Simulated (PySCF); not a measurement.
## Ti: excitation energy

Ti [Ar] 3d2 4s2 (3F) → Ti [Ar] 3d3 4s1 (5F), as a difference of total energies. Calculation: PySCF 2.14, in x2c-QZVPPall (11s7p5d3f2g, 96 functions); the spin-free X2C one-electron Hamiltonian (Gaussian nucleus). Correlated levels: valence: [Ar] frozen. The calculations carry no spin-orbit coupling.

| method | excitation energy (eV) |
| --- | --- |
| UHF | 0.740 |
| MP2 (valence) | 0.969 |
| SCS-MP2 (valence) | 1.539 |
| CCSD (valence) | 1.075 |
| CCSD(T) (valence) | 1.098 |

Errors of the correlated levels include the incompleteness of this basis and the frozen core.

Task: Which method comes closest to the reference value, and which is furthest?

Result: The reference is 0.806 eV (measured; NIST levels, between the centres of gravity of the two terms). Closest: UHF (error -0.066 eV); furthest: SCS-MP2 (valence) (error 0.733 eV).
